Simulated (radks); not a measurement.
Question: Coherent X-ray form factor from a spherical all-electron density. All-electron calculation, scalar-relativistic Kohn-Sham, SCAN, spin-polarised, spherical densities, finite nucleus; meta-GGA in the generalised Kohn-Sham scheme; Fermi nuclear charge, rms radius of each element as measured or else 0.836 A^(1/3) + 0.57 fm. Program: a radial shooting solver on a logarithmic mesh with Libxc functionals.

| sin(theta)/lambda (1/angstrom) | f0 (electrons) |
|---|---|
| 0.05 | 44.532 |
| 0.1 | 43.194 |
| 0.15 | 41.168 |
| 0.2 | 38.696 |
| 0.25 | 36.024 |
| 0.3 | 33.359 |
| 0.4 | 28.569 |
| 0.5 | 24.828 |
| 0.6 | 22.067 |
| 0.8 | 18.381 |
| 1 | 15.675 |
| 1.25 | 12.659 |
| 1.5 | 10.087 |
| 2 | 6.858 |

The species is in the configuration that NIST lists as its ground one. Which atom or ion scatters so?

Answer: The cadmium ion Cd3+, [Kr] 4d(up 5, down 4). Extrapolating in s^2 from the first two rows gives f0(0) = 45.0, near the electron count 45; among species with that count, the fall with angle is slower the higher Z, and the table is that of Z = 48; from so few rows the species is fixed only to a neighbour or two.
